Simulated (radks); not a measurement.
Problem. Radial electron density D(r) = 4 pi r^2 rho(r) of an atom or ion with 1 electrons. Calculated with a radial shooting solver on a logarithmic mesh with Libxc functionals: non-relativistic Kohn-Sham, r2SCAN, spin-polarised, spherical densities, point nucleus; meta-GGA in the generalised Kohn-Sham scheme.

```
   r/bohr * D(r) (the largest magnitude, 1.08, reaches the edge; | marks zero)
  0.02504 |*
  0.02691 |*
  0.02916 |*
  0.03133 |*
  0.03394 | *
  0.03648 | *
  0.03951 | *
  0.04246 |  *
    0.046 |  *
  0.04943 |  *
  0.05355 |   *
  0.05755 |   *
  0.06234 |    *
    0.067 |     *
  0.07258 |      *
  0.07799 |      *
  0.08449 |       *
   0.0908 |        *
  0.09836 |          *
   0.1057 |           *
   0.1145 |             *
   0.1231 |              *
   0.1322 |                *
   0.1433 |                  *
    0.154 |                    *
   0.1668 |                       *
   0.1792 |                         *
   0.1942 |                            *
   0.2086 |                              *
    0.226 |                                 *
   0.2429 |                                    *
   0.2631 |                                       *
   0.2828 |                                         *
   0.3063 |                                            *
   0.3292 |                                               *
   0.3566 |                                                 *
   0.3832 |                                                   *
   0.4151 |                                                    *
   0.4461 |                                                     *
   0.4833 |                                                      *
   0.5194 |                                                      *
   0.5626 |                                                     *
   0.6046 |                                                    *
   0.6498 |                                                  *
   0.7039 |                                               *
   0.7564 |                                            *
   0.8195 |                                        *
   0.8806 |                                    *
    0.954 |                                *
    1.025 |                           *
    1.111 |                       *
    1.193 |                   *
    1.293 |               *
    1.389 |           *
    1.505 |        *
    1.617 |      *
    1.752 |    *
    1.883 |  *
     2.04 | *
    2.192 |*
    2.375 |*
    2.552 *
    2.765 *
    2.971 *
```

What is the nuclear charge?

Solution. Z = 2. The innermost maximum, from 1s, lies near 1/Z = 0.5 bohr (found: 0.495), and its height grows with Z. The density is that of the helium ion He+ in 1s1; the configuration itself is not fixed sharply by these data. D(r) has 1 maximum, at r = 0.495 bohr.
